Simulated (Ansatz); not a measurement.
`OC(Cl)[SiH2]Cl` → `OC(Cl)Cl` + `[SiH2]` at 500 K and 1 bar (silylene formation by 1,1-elimination).

Program: Ansatz. Geometries: PBE0-D4/def2-TZVP. ΔE: electronic, gas phase. CCSD(T)/CBS adds triple-zeta CCSD(T) − MP2 to the extrapolated MP2 energy (def2 sets, frozen cores). This one scheme is used for every species. One conformer a species, not always the lowest.

```tsv
species	CCSD(T)/CBS energy (Eh)	H − E (kJ/mol)	S (J/(mol·K))
`OC(Cl)[SiH2]Cl`	-1324.30806	181.9	412.7
`OC(Cl)Cl`	-1033.97530	119.8	338.2
`[SiH2]`	-290.19011	48.0	226.5
```

H − E and S are ideal-gas, rigid-rotor, harmonic terms from PBE0-D4/def2-TZVP, for one conformer and one mirror image of each species. 1 Eh = 2625.50 kJ/mol, R = 8.31446 J/(mol·K).

Question: By hand: ΔE, ΔH, ΔS and ΔG.

Answer: ΔE = (-1033.97530) + (-290.19011) − (-1324.30806) = 0.14265 Eh = 374.5 kJ/mol. Δ(H − E) = 119.8 + 48.0 − 181.9 = -14.1, so ΔH = 360.4 kJ/mol. ΔS = 338.2 + 226.5 − 412.7 = 152.0 J/(mol·K). ΔG = 360.4 − 500 × (152.0)/1000 = 284.4 kJ/mol.

Question: By hand: the equilibrium constant, and the temperature at which ΔG would vanish if ΔH and ΔS stayed fixed.

Answer: log₁₀ K = −ΔG/(RT ln 10) = -29.7. ΔG = 0 at ΔH/ΔS = 2371 K.

The number of gas molecules changes by +1, which sets the sign of ΔS. A doubt of 5 kJ/mol in ΔE shifts log₁₀ K by 0.5 here. Other conformers and mirror images would add mixing entropy, several J/(mol·K) or more a flexible species. These are equilibria of isolated gas molecules and say nothing of rates. Largest T1 diagnostic: 0.014 (customary marks: 0.02 for closed shells, 0.045 for open ones).
